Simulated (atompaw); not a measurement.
## Before and after: PAW (atompaw) potential for Mg

| Quantity | Value |
| --- | --- |
| Element | magnesium (Mg) |
| Generator | atompaw 4.2.0.5 |
| Type | PAW |
| Functional | PBE |
| Relativity | scalar-relativistic |
| Frozen core | [Ne] |
| Valence charge | 2 |
| Reference configuration | 3s1.5 3p0.5 |
| Partial waves | 3s (bound): rc 2.85 bohr; 3s channel at 0.55 Ry: rc 2.85 bohr; 3p (bound): rc 2.85 bohr; 3p channel at 0.2 Ry: rc 2.85 bohr |
| Local potential | troulliermartins scheme with l = 2 at 0.5 Ry, radius 2.30 bohr |
| Core correction | smooth core density matched at 1.80 bohr |
| Augmentation charge | sinc compensation charge, radius 2.85 bohr; PAW radius 2.85 bohr; waves and projectors: custom rrkj gramschmidtortho |

Change: local potential troulliermartins scheme with l = 2 at 0.5 Ry, radius 1.46 bohr.

Cutoffs: the cutoffs (Ry, on a coarse ladder) from which the occupation-weighted sum of valence levels, in a spherical-Bessel basis at the reference potential, stays within 10 and 1 mRy of its value at 400 Ry; they do not see the model core or the augmentation charge, which bear on the density cutoff.

What does the change do?

Both files are so soft that the ladder of cutoffs tells neither apart; the range in which the s phases agree narrows (upper end 2.3 → 0.2); neither file shows a bound ghost.

| quantity | base | changed |
| --- | --- | --- |
| cutoff, loose | 6 Ry | 6 Ry |
| cutoff, tight | 6 Ry | 6 Ry |
| bound ghosts | none | none |
| s: phases at 2.86 bohr within 0.05 rad from the reference energy up to (Ry; the scan ends near 5) | 2.3 | 0.2 |
| p: phases at 2.86 bohr within 0.05 rad from the reference energy up to (Ry; the scan ends near 5) | 2.9 | 2.8 |
| lowest overlap eigenvalue by channel | s 0.39, p 0.77 | s 0.14, p 0.66 |

 The cutoffs see the waves, projectors and local potential, not the compensation charge or the core.
